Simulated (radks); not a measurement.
Q: Ge31+, 1 electrons, occupied as 1s1. Calculated with a radial shooting solver on a logarithmic mesh with Libxc functionals: Dirac Kohn-Sham, relativistic LDA (MacDonald-Vosko exchange, VWN5 correlation), spin-unpolarised, spherical densities, finite nucleus; Fermi nuclear charge, rms radius 4.0742 fm. Some entries of the table are withheld. Estimate them.

orbital  occ.  eigenvalue (hartree)  <1/r> (bohr^-1)  <r^2> (bohr^2)
1s1/2       1             -507.5679              (1)        0.002866
2s1/2       0             -124.7523              (2)         0.04059
2p1/2       0             -124.1038            8.154         0.02902
2p3/2       0             -122.3858            7.930         0.03002

A: 
(1) 1s1/2 <1/r> (bohr^-1): 32.77
(2) 2s1/2 <1/r> (bohr^-1): 8.165
